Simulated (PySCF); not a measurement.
A structure optimised at B3LYP-D3(BJ)/def2-SVP, used in a PySCF frequency run:

```
Si
H 1 1.4876
H 1 1.4960 2 108.70
C 1 1.8972 2 110.30 3 -118.65
H 4 1.1049 1 106.75 2 -54.25
H 4 1.1139 5 105.63 1 116.54
N 4 1.4619 5 108.97 6 124.78
H 7 1.0200 4 110.55 5 -176.14
H 7 1.0201 8 106.34 4 -120.99
C 1 1.8973 2 109.98 3 119.28
H 10 1.1038 1 108.63 2 50.67
H 10 1.1054 11 106.95 1 -117.26
Si 10 1.8660 11 109.74 12 -116.82
F 13 1.6352 10 108.44 11 -82.27
H 13 1.4881 14 107.48 10 119.76
H 13 1.4890 15 110.21 14 -116.54
```
Charge 0, spin multiplicity 1.

Task: Write its SMILES and formula.

Result: NC[SiH2]C[SiH2]F, C2H10FNSi2

Task: What are its rotational constants (standard atomic weights)?

Result: 6.4757, 0.82453, 0.76482 GHz
